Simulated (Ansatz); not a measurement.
Molecule: C2H7Ge, charge 0, multiplicity 2. SMILES: [CH2][GeH2][CH3]

Atoms: C1, Ge2, C3, H4, H5, H6, H7, H8, H9, H10. Bonds: C1-Ge2, C1-H4, C1-H5, Ge2-C3, Ge2-H6, Ge2-H7, C3-H8, C3-H9, C3-H10.

Bond lengths (Å) and angles (degrees) optimised at HF/STO-3G with Ansatz (a quantum-chemistry and plane-wave program); HF/6-31G* with LANL2DZ past Ar with Ansatz; PBE/6-31G* with LANL2DZ past Ar with Ansatz; MP2/6-31G* with LANL2DZ past Ar with Ansatz, each started from the B3LYP-D3(BJ)/def2-TZVP structure (Ansatz) of the last column. A row stands for all coordinates that are equal there; 9 of 18 kinds are shown. 6-31G* holds six Cartesian d functions. No wavenumbers were computed at HF/STO-3G, PBE/6-31G* with LANL2DZ past Ar, MP2/6-31G* with LANL2DZ past Ar, so these may be saddle points.

```csv
coordinate,HF/STO-3G,HF/6-31G* with LANL2DZ past Ar,PBE/6-31G* with LANL2DZ past Ar,MP2/6-31G* with LANL2DZ past Ar,B3LYP-D3(BJ)/def2-TZVP
C1-Ge2,1.875,1.941,1.943,1.936,1.931
C1-H4,1.080,1.077,1.095,1.084,1.083
Ge2-C3,1.913,1.972,1.992,1.970,1.973
Ge2-H6,1.437,1.539,1.567,1.552,1.543
C3-H8,1.082,1.085,1.102,1.093,1.090
C3-H10,1.082,1.085,1.101,1.092,1.089
C1-Ge2-C3,110.5,112.0,112.6,111.6,111.1
Ge2-C1-H4,123.1,122.3,122.2,122.4,122.2
Ge2-C1-H5,123.0,122.3,122.2,122.4,122.1
```

Mean signed difference of all 9 bond lengths from B3LYP-D3(BJ)/def2-TZVP: HF/STO-3G -0.040 Å, HF/6-31G* with LANL2DZ past Ar -0.003 Å, PBE/6-31G* with LANL2DZ past Ar 0.015 Å, MP2/6-31G* with LANL2DZ past Ar 0.003 Å.
